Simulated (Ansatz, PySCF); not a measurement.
Process, species as SMILES: [CH3][GeH3] → [CH2][GeH3] + H atom (the C-H bond at the site shown breaks; other sites are not compared here)
Each molecule is optimised on its own at B3LYP-D3(BJ)/def2-TZVP (Ansatz, a first-principles code). Frequencies are from Ansatz or PySCF.
Geometry of the first species:
```
Ge
H 1 1.5406
H 1 1.5406 2 108.57
H 1 1.5406 2 108.57 3 117.87
C 1 1.9658 2 110.35 4 121.07
H 5 1.0895 1 110.20 2 60.00
H 5 1.0895 6 108.73 1 -120.89
H 5 1.0895 6 108.73 7 -118.23
```

Quantity: bond dissociation energy (enthalpy at 298 K, with B3LYP-D3(BJ) rigid-rotor harmonic-oscillator terms), in kJ/mol. Correlated levels leave the core frozen unless marked. Open shells are spin-unrestricted. No spin-orbit coupling. The frozen core is the preceding noble-gas configuration, with the filled d and f shells of earlier blocks. No relativistic terms. Basis-set limits of correlation are two-point, X^-3; Hartree-Fock from the larger set. The bracket is a focal-point correction in the basis named.

```json
[
 {"level": "HF/def2-SVPD", "program": "Ansatz", "bond dissociation energy (kJ/mol)": "316.4"},
 {"level": "HF/def2-QZVPP", "program": "Ansatz", "bond dissociation energy (kJ/mol)": "315.3"}
]
```

Q: Estimate the value at RI-MP2/CBS(aug-cc-pVTZ,aug-cc-pVQZ)+[CCSD(T)-MP2]/aug-cc-pVTZ as computed with Ansatz.

A: 430.6 kJ/mol
